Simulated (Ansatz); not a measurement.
Two spin states of NiH, each at its own minimum; 2S+1 = 2, 4 were tried, and the measured ground state has 2. No spin–orbit coupling. Ni is treated without relativity.

Each state is the lowest solution found for its spin in def2 and cc sets.

Correlated levels freeze the inner cores; with def2 sets outer-core shells near the valence are correlated too.

Run with Ansatz (an electronic-structure program). Values without a source in brackets are computed.

Question: What is the computed energy of the multiplicity-4 state above the multiplicity-2 state (CCSD(T)/def2-TZVPP)?

Answer: 120 kJ/mol

Question: Give the energy of the multiplicity-4 state above the multiplicity-2 state at the level PBE0/def2-TZVPP.

Answer: 137 kJ/mol

Question: Estimate the energy of the multiplicity-4 state above the multiplicity-2 state that CCSD/def2-TZVPP returns for this input.

Answer: 100 kJ/mol
